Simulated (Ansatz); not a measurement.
Relaxation of ClH₈N₃OZr (14 atoms, charge 0, multiplicity 1), to a largest force component of 0.03 eV/Å in at most 50 steps.

These are results of Ansatz 0.2.0, RKS PBE/def2-SVP, not measurements.

```xyz
14
Properties=species:S:1:pos:R:3:forces:R:3
Zr 0.127 0.008 -0.037 -0.37 0.00 0.66
Cl 0.065 0.004 2.462 0.01 -0.02 -0.57
N 2.050 -0.006 -0.693 0.00 -0.01 0.00
H 2.515 -0.668 -1.324 0.00 0.00 -0.02
H 2.763 0.644 -0.336 0.01 0.01 0.01
N -0.799 1.617 -0.834 0.09 -0.01 -0.03
H -1.759 1.744 -0.479 -0.07 0.00 0.02
H -0.536 2.411 -1.425 0.00 0.00 -0.02
N -0.803 -1.663 -0.785 0.04 0.10 0.09
H -0.595 -2.613 -0.451 0.02 -0.04 0.00
H -1.497 -1.734 -1.536 -0.04 0.01 -0.04
O -2.951 0.179 1.024 0.54 -0.16 0.23
H -2.759 -0.713 0.659 -0.05 0.11 0.06
H -2.431 0.161 1.869 -0.21 0.01 -0.40
```

Q: Where does it end, and by what steps?

A: It converged. After 10 steps the energy has fallen by 0.245 eV; O12 moved furthest, 0.49 Å. Joined: Zr1–O12 (3.26 → 2.51 Å).

| step | energy less start (eV) | largest force component (eV/Å) | accepted |
| --- | --- | --- | --- |
| 0 | 0.0000 | 0.661 | yes |
| 1 | -0.0537 | 1.206 | yes |
| 2 | -0.1627 | 0.776 | yes |
| 3 | -0.1959 | 0.857 | yes |
| 4 | -0.2207 | 0.470 | yes |
| 5 | -0.1549 | 1.240 | no |
| 6 | -0.2378 | 0.292 | yes |
| 7 | -0.2428 | 0.098 | yes |
| 8 | -0.2447 | 0.105 | yes |
| 9 | -0.2450 | 0.073 | yes |
| 10 | -0.2452 | 0.028 | yes |

```xyz
14
Properties=species:S:1:pos:R:3
Zr -0.131 0.063 0.062
Cl 0.152 0.069 2.512
N 1.815 0.014 -0.564
H 2.241 -0.611 -1.259
H 2.570 0.581 -0.155
N -0.850 1.706 -0.905
H -1.778 2.091 -0.688
H -0.367 2.339 -1.551
N -0.934 -1.664 -0.755
H -0.607 -2.602 -0.487
H -1.520 -1.763 -1.592
O -2.477 0.056 0.962
H -2.511 -0.872 0.626
H -2.214 -0.038 1.906
```

Whether the end is a true minimum wasn't checked by a vibrational analysis.

Time of the run: 23 s on 4 threads of Arm Neoverse V2, with other jobs on the host, peak memory 0.22 GiB.
